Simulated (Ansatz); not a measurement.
Geometry optimisation of Li₁₈.

```yaml
crystal:
  periodic: [false, false, false]
  atoms:
    - {symbol: Li, position_ang: [-2.046970, 1.977590, -1.575300]}
    - {symbol: Li, position_ang: [-2.980340, -0.144340, 0.071080]}
    - {symbol: Li, position_ang: [-2.036950, -0.524270, -2.475220]}
    - {symbol: Li, position_ang: [-1.317520, -2.551940, -0.835410]}
    - {symbol: Li, position_ang: [0.433630, -1.366510, -2.870660]}
    - {symbol: Li, position_ang: [-1.735100, 0.349720, 2.749950]}
    - {symbol: Li, position_ang: [-1.957350, -2.025500, 1.707860]}
    - {symbol: Li, position_ang: [0.311500, 2.136330, 2.364410]}
    - {symbol: Li, position_ang: [0.499730, -2.830100, 1.541660]}
    - {symbol: Li, position_ang: [2.736540, -1.337480, 1.090580]}
    - {symbol: Li, position_ang: [0.826540, -0.495890, 2.887740]}
    - {symbol: Li, position_ang: [0.217910, 1.296460, -2.766960]}
    - {symbol: Li, position_ang: [-2.121730, 2.313120, 1.058550]}
    - {symbol: Li, position_ang: [2.503990, 1.314710, 1.091160]}
    - {symbol: Li, position_ang: [2.367120, 2.140390, -1.424360]}
    - {symbol: Li, position_ang: [1.442770, -2.808080, -0.902250]}
    - {symbol: Li, position_ang: [2.638410, -0.434140, -1.491260]}
    - {symbol: Li, position_ang: [0.217810, 2.989930, -0.221580]}
basis:
  gaussian: {orbitals: def2-SVP}
hamiltonian: {xc: pbe0}
scf: {lower_state_search: "off"}
output: {orbitals: {seedname: orbitals}}
relax: {f_tol: 0.02, max_steps: 100}
```

```sh
$ ansatz run in.yaml --threads 4 --pin off --events-out ev --progress --plain --max-ram 8704MiB
```

It prints (some lines left out):

```
Functional definition: PBE0
mean field -3669.52624290 eV, -134.8526021324 hartree, gradient 2.0e-6 eV, S^2 0.000000; 0 other end points of the search recorded, 0 dependent functions left out
relax step   1: F+E_penalty+E_count = -3669.52624290 eV  Δ(F+E_penalty+E_count) = +0.000e0 eV  max|allowed force component| = 6.050e-1 eV/Å  Δτ_max = 0.0000 Å  (21 SCF iters, accepted)
mean field -3670.53667225 eV, -134.8897347261 hartree, gradient 7.1e-6 eV, S^2 0.000000; 0 other end points of the search recorded, 0 dependent functions left out
relax step   2: F+E_penalty+E_count = -3670.53667225 eV  Δ(F+E_penalty+E_count) = -1.010e0 eV  max|allowed force component| = 4.144e-1 eV/Å  Δτ_max = 0.1967 Å  (23 SCF iters, accepted)
mean field -3671.14836728 eV, -134.9122141037 hartree, gradient 2.3e-6 eV, S^2 0.000000; 0 other end points of the search recorded, 0 dependent functions left out
relax step   3: F+E_penalty+E_count = -3671.14836728 eV  Δ(F+E_penalty+E_count) = -6.117e-1 eV  max|allowed force component| = 3.331e-1 eV/Å  Δτ_max = 0.2000 Å  (29 SCF iters, accepted)
mean field -3671.64352348 eV, -134.9304107586 hartree, gradient 1.9e-6 eV, S^2 0.000000; 0 other end points of the search recorded, 0 dependent functions left out
relax step   4: F+E_penalty+E_count = -3671.64352348 eV  Δ(F+E_penalty+E_count) = -4.952e-1 eV  max|allowed force component| = 1.970e-1 eV/Å  Δτ_max = 0.1906 Å  (29 SCF iters, accepted)
mean field -3671.93629041 eV, -134.9411697449 hartree, gradient 1.6e-6 eV, S^2 0.000000; 0 other end points of the search recorded, 0 dependent functions left out
relax step   5: F+E_penalty+E_count = -3671.93629041 eV  Δ(F+E_penalty+E_count) = -2.928e-1 eV  max|allowed force component| = 1.891e-1 eV/Å  Δτ_max = 0.1958 Å  (30 SCF iters, accepted)
mean field -3672.09786737 eV, -134.9471075887 hartree, gradient 2.0e-6 eV, S^2 0.000000; 0 other end points of the search recorded, 0 dependent functions left out
relax step   6: F+E_penalty+E_count = -3672.09786737 eV  Δ(F+E_penalty+E_count) = -1.616e-1 eV  max|allowed force component| = 2.012e-1 eV/Å  Δτ_max = 0.1955 Å  (31 SCF iters, accepted)
mean field -3672.22193496 eV, -134.9516669884 hartree, gradient 2.1e-6 eV, S^2 0.000000; 0 other end points of the search recorded, 0 dependent functions left out
relax step   7: F+E_penalty+E_count = -3672.22193496 eV  Δ(F+E_penalty+E_count) = -1.241e-1 eV  max|allowed force component| = 1.727e-1 eV/Å  Δτ_max = 0.1951 Å  (34 SCF iters, accepted)
mean field -3672.34300236 eV, -134.9561161334 hartree, gradient 4.3e-6 eV, S^2 0.000000; 0 other end points of the search recorded, 0 dependent functions left out
relax step   8: F+E_penalty+E_count = -3672.34300236 eV  Δ(F+E_penalty+E_count) = -1.211e-1 eV  max|allowed force component| = 1.292e-1 eV/Å  Δτ_max = 0.1940 Å  (34 SCF iters, accepted)
mean field -3672.45689806 eV, -134.9603017229 hartree, gradient 1.0e-5 eV, S^2 0.000000; 0 other end points of the search recorded, 0 dependent functions left out
relax step   9: F+E_penalty+E_count = -3672.45689806 eV  Δ(F+E_penalty+E_count) = -1.139e-1 eV  max|allowed force component| = 6.399e-2 eV/Å  Δτ_max = 0.1950 Å  (32 SCF iters, accepted)
mean field -3672.49554366 eV, -134.9617219225 hartree, gradient 3.1e-6 eV, S^2 0.000000; 0 other end points of the search recorded, 0 dependent functions left out
relax step  10: F+E_penalty+E_count = -3672.49554366 eV  Δ(F+E_penalty+E_count) = -3.865e-2 eV  max|allowed force component| = 1.429e-1 eV/Å  Δτ_max = 0.1962 Å  (33 SCF iters, accepted)
mean field -3672.54606934 eV, -134.9635787071 hartree, gradient 2.5e-6 eV, S^2 0.000000; 0 other end points of the search recorded, 0 dependent functions left out
relax step  11: F+E_penalty+E_count = -3672.54606934 eV  Δ(F+E_penalty+E_count) = -5.053e-2 eV  max|allowed force component| = 7.429e-2 eV/Å  Δτ_max = 0.1497 Å  (33 SCF iters, accepted)
mean field -3672.60148875 eV, -134.9656153329 hartree, gradient 2.8e-6 eV, S^2 0.000000; 0 other end points of the search recorded, 0 dependent functions left out
relax step  12: F+E_penalty+E_count = -3672.60148875 eV  Δ(F+E_penalty+E_count) = -5.542e-2 eV  max|allowed force component| = 7.332e-2 eV/Å  Δτ_max = 0.1985 Å  (32 SCF iters, accepted)
mean field -3672.65156263 eV, -134.9674555141 hartree, gradient 1.8e-6 eV, S^2 0.000000; 0 other end points of the search recorded, 0 dependent functions left out
relax step  13: F+E_penalty+E_count = -3672.65156263 eV  Δ(F+E_penalty+E_count) = -5.007e-2 eV  max|allowed force component| = 6.953e-2 eV/Å  Δτ_max = 0.1950 Å  (32 SCF iters, accepted)
mean field -3672.68899876 eV, -134.9688312663 hartree, gradient 2.1e-6 eV, S^2 0.000000; 0 other end points of the search recorded, 0 dependent functions left out
relax step  14: F+E_penalty+E_count = -3672.68899876 eV  Δ(F+E_penalty+E_count) = -3.744e-2 eV  max|allowed force component| = 3.128e-2 eV/Å  Δτ_max = 0.1943 Å  (34 SCF iters, accepted)
mean field -3672.72294862 eV, -134.9700789007 hartree, gradient 2.1e-6 eV, S^2 0.000000; 0 other end points of the search recorded, 0 dependent functions left out
relax step  15: F+E_penalty+E_count = -3672.72294862 eV  Δ(F+E_penalty+E_count) = -3.395e-2 eV  max|allowed force component| = 3.459e-2 eV/Å  Δτ_max = 0.2000 Å  (32 SCF iters, accepted)
mean field -3672.77138126 eV, -134.9718587673 hartree, gradient 2.5e-6 eV, S^2 0.000000; 0 other end points of the search recorded, 0 dependent functions left out
relax step  16: F+E_penalty+E_count = -3672.77138126 eV  Δ(F+E_penalty+E_count) = -4.843e-2 eV  max|allowed force component| = 4.906e-2 eV/Å  Δτ_max = 0.1949 Å  (33 SCF iters, accepted)
mean field -3672.83965937 eV, -134.9743679416 hartree, gradient 1.9e-6 eV, S^2 0.000000; 0 other end points of the search recorded, 0 dependent functions left out
relax step  17: F+E_penalty+E_count = -3672.83965937 eV  Δ(F+E_penalty+E_count) = -6.828e-2 eV  max|allowed force component| = 6.032e-2 eV/Å  Δτ_max = 0.1940 Å  (34 SCF iters, accepted)
mean field -3672.92575492 eV, -134.9775318948 hartree, gradient 1.8e-6 eV, S^2 0.000000; 0 other end points of the search recorded, 0 dependent functions left out
relax step  18: F+E_penalty+E_count = -3672.92575492 eV  Δ(F+E_penalty+E_count) = -8.610e-2 eV  max|allowed force component| = 8.024e-2 eV/Å  Δτ_max = 0.1947 Å  (34 SCF iters, accepted)
mean field -3673.03499396 eV, -134.9815463554 hartree, gradient 1.8e-6 eV, S^2 0.000000; 0 other end points of the search recorded, 0 dependent functions left out
relax step  19: F+E_penalty+E_count = -3673.03499396 eV  Δ(F+E_penalty+E_count) = -1.092e-1 eV  max|allowed force component| = 1.041e-1 eV/Å  Δτ_max = 0.1936 Å  (34 SCF iters, accepted)
mean field -3673.15203873 eV, -134.9858476713 hartree, gradient 2.2e-6 eV, S^2 0.000000; 0 other end points of the search recorded, 0 dependent functions left out
relax step  20: F+E_penalty+E_count = -3673.15203873 eV  Δ(F+E_penalty+E_count) = -1.170e-1 eV  max|allowed force component| = 1.234e-1 eV/Å  Δτ_max = 0.1950 Å  (32 SCF iters, accepted)
mean field -3673.27489718 eV, -134.9903626361 hartree, gradient 1.7e-6 eV, S^2 0.000000; 0 other end points of the search recorded, 0 dependent functions left out
relax step  21: F+E_penalty+E_count = -3673.27489718 eV  Δ(F+E_penalty+E_count) = -1.229e-1 eV  max|allowed force component| = 1.303e-1 eV/Å  Δτ_max = 0.1910 Å  (31 SCF iters, accepted)
mean field -3673.39076588 eV, -134.9946207324 hartree, gradient 2.6e-6 eV, S^2 0.000000; 0 other end points of the search recorded, 0 dependent functions left out
relax step  22: F+E_penalty+E_count = -3673.39076588 eV  Δ(F+E_penalty+E_count) = -1.159e-1 eV  max|allowed force component| = 1.142e-1 eV/Å  Δτ_max = 0.1950 Å  (30 SCF iters, accepted)
mean field -3673.46977868 eV, -134.9975243992 hartree, gradient 9.3e-6 eV, S^2 0.000000; 0 other end points of the search recorded, 0 dependent functions left out
relax step  23: F+E_penalty+E_count = -3673.46977868 eV  Δ(F+E_penalty+E_count) = -7.901e-2 eV  max|allowed force component| = 7.749e-2 eV/Å  Δτ_max = 0.1950 Å  (28 SCF iters, accepted)
mean field -3673.50346178 eV, -134.9987622303 hartree, gradient 8.9e-6 eV, S^2 0.000000; 0 other end points of the search recorded, 0 dependent functions left out
relax step  24: F+E_penalty+E_count = -3673.50346178 eV  Δ(F+E_penalty+E_count) = -3.368e-2 eV  max|allowed force component| = 1.638e-1 eV/Å  Δτ_max = 0.1955 Å  (28 SCF iters, accepted)
mean field -3673.51719679 eV, -134.9992669827 hartree, gradient 9.8e-6 eV, S^2 0.000000; 0 other end points of the search recorded, 0 dependent functions left out
relax step  25: F+E_penalty+E_count = -3673.51719679 eV  Δ(F+E_penalty+E_count) = -1.374e-2 eV  max|allowed force component| = 7.770e-2 eV/Å  Δτ_max = 0.1847 Å  (26 SCF iters, accepted)
mean field -3673.53237688 eV, -134.9998248407 hartree, gradient 2.6e-6 eV, S^2 0.000000; 0 other end points of the search recorded, 0 dependent functions left out
relax step  26: F+E_penalty+E_count = -3673.53237688 eV  Δ(F+E_penalty+E_count) = -1.518e-2 eV  max|allowed force component| = 3.555e-2 eV/Å  Δτ_max = 0.1999 Å  (30 SCF iters, accepted)
mean field -3673.53880511 eV, -135.0000610736 hartree, gradient 5.6e-6 eV, S^2 0.000000; 0 other end points of the search recorded, 0 dependent functions left out
relax step  27: F+E_penalty+E_count = -3673.53880511 eV  Δ(F+E_penalty+E_count) = -6.428e-3 eV  max|allowed force component| = 2.097e-2 eV/Å  Δτ_max = 0.0844 Å  (28 SCF iters, accepted)
mean field -3673.54042335 eV, -135.0001205429 hartree, gradient 5.5e-6 eV, S^2 0.000000; 0 other end points of the search recorded, 0 dependent functions left out
relax step  28: F+E_penalty+E_count = -3673.54042335 eV  Δ(F+E_penalty+E_count) = -1.618e-3 eV  max|allowed force component| = 9.366e-3 eV/Å  Δτ_max = 0.0591 Å  (28 SCF iters, accepted)
mean field -3673.54088556 eV, -135.0001375288 hartree, gradient 5.5e-6 eV, S^2 0.000000; 0 other end points of the search recorded, 0 dependent functions left out
relax step  29: F+E_penalty+E_count = -3673.54088556 eV  Δ(F+E_penalty+E_count) = -4.622e-4 eV  max|allowed force component| = 6.803e-3 eV/Å  Δτ_max = 0.0223 Å  (20 SCF iters, accepted)
mean field -3673.54153054 eV, -135.0001612316 hartree, gradient 2.2e-6 eV, S^2 0.000000; 0 other end points of the search recorded, 0 dependent functions left out
relax step  30: F+E_penalty+E_count = -3673.54153054 eV  Δ(F+E_penalty+E_count) = -6.450e-4 eV  max|allowed force component| = 8.061e-3 eV/Å  Δτ_max = 0.0428 Å  (25 SCF iters, accepted)
mean field -3673.54271693 eV, -135.0002048305 hartree, gradient 7.3e-6 eV, S^2 0.000000; 0 other end points of the search recorded, 0 dependent functions left out
relax step  31: F+E_penalty+E_count = -3673.54271693 eV  Δ(F+E_penalty+E_count) = -1.186e-3 eV  max|allowed force component| = 1.564e-2 eV/Å  Δτ_max = 0.1091 Å  (28 SCF iters, accepted)
Total energy: -3673.54277018 eV, -135.0002067875 hartree
Atom 0 at    -2.947047     2.587038    -1.445259 Å, force     0.001076    -0.007056    -0.000762 eV/Å
Atom 1 at    -2.420652     1.019146     1.127848 Å, force     0.003021     0.006210    -0.000948 eV/Å
Atom 2 at    -1.860884    -0.316540    -1.665783 Å, force     0.000869    -0.001683     0.002234 eV/Å
Atom 3 at    -0.093769    -2.940479    -1.028052 Å, force     0.000576     0.005359     0.001080 eV/Å
Atom 4 at     1.150015    -1.571684    -3.647613 Å, force    -0.001659     0.000757     0.002888 eV/Å
Atom 5 at    -1.109913    -0.977519     3.600239 Å, force    -0.001502     0.002686     0.004695 eV/Å
Atom 6 at    -2.428948    -2.131996     1.017385 Å, force    -0.005727     0.003753     0.000421 eV/Å
Atom 7 at     0.162799     1.753556     2.536731 Å, force    -0.001769     0.000268     0.006079 eV/Å
Atom 8 at     0.234913    -3.463725     2.051468 Å, force     0.000659    -0.008467     0.001226 eV/Å
Atom 9 at     2.040377    -0.975153     2.857018 Å, force     0.002621    -0.002750    -0.004017 eV/Å
Atom 10 at    -0.002381    -0.829080     1.079658 Å, force     0.006380     0.004722    -0.015639 eV/Å
Atom 11 at    -0.061696     1.574859    -3.364558 Å, force    -0.000838     0.000505     0.006683 eV/Å
Atom 12 at    -1.708349     4.040117     1.305797 Å, force     0.001124    -0.000454    -0.005733 eV/Å
Atom 13 at     2.434880     1.192841     0.443899 Å, force    -0.003329     0.003210    -0.002002 eV/Å
Atom 14 at     3.118927     0.777722    -2.551346 Å, force     0.006695     0.006431     0.000775 eV/Å
Atom 15 at     2.845025    -1.797531    -0.465784 Å, force    -0.003191    -0.003694    -0.001478 eV/Å
Atom 16 at     0.891331    -0.173429    -1.416807 Å, force     0.001427    -0.006662     0.001542 eV/Å
Atom 17 at    -0.244638     2.231858    -0.434852 Å, force    -0.006432    -0.003137     0.002958 eV/Å
Dipole moment:     0.092435    -0.089076    -0.045162 e Å
Checks for a lower state left out: stability, starts, cluster_reference, orbital_swaps, neighbouring_geometries, increment
```

Run time 1.8 min (4 threads of Intel Xeon 6975P-C on a shared host), peak host memory 0.66 GiB.

The restricted singlet is unstable towards broken spin symmetry in Hartree–Fock (as tested in another run); at PBE0/def2-SVP this wasn't settled. Another isomer (singlet) lies 0.22 eV lower at PBE0/def2-TZVP; other spin states weren't run for this one.
